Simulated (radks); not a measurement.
Isoelectronic series with 17 electrons, all held in the configuration [Ne] 3s2 3p5, which need not be the ground one along the series. Method: scalar-relativistic Kohn-Sham, PBE, spin-unpolarised, spherical densities, point nucleus; computed with a radial shooting solver on a logarithmic mesh with Libxc functionals. Total energies (hartree) and orbital eigenvalues (eV):

ion    E (hartree)         3p         3s
Cl      -461.43332    -8.5952   -20.6920
Ca3+    -677.77521   -59.6673   -79.3439
V6+     -938.31705  -140.3961  -167.9848
Fe9+   -1243.28429  -249.4587  -285.3436
Cu12+  -1593.04016  -386.5266  -431.2225
Ge15+  -1988.03605  -551.5396  -605.7230
Br18+  -2428.80020  -744.5529  -809.0902
Sr21+  -2915.93597  -965.6863  -1041.664
Nb24+  -3450.12381  -1215.104  -1303.863
Ru27+  -4032.12511  -1493.006  -1596.177
Ag30+  -4662.78752  -1799.623  -1919.168
Sn33+  -5343.05147  -2135.212  -2273.474
I36+   -6073.95801  -2500.060  -2659.812
Ba39+   -6856.6581  -2894.481  -3078.987
Pr42+   -7692.4237  -3318.812  -3531.900
Sm45+   -8582.6604  -3773.423  -4019.555
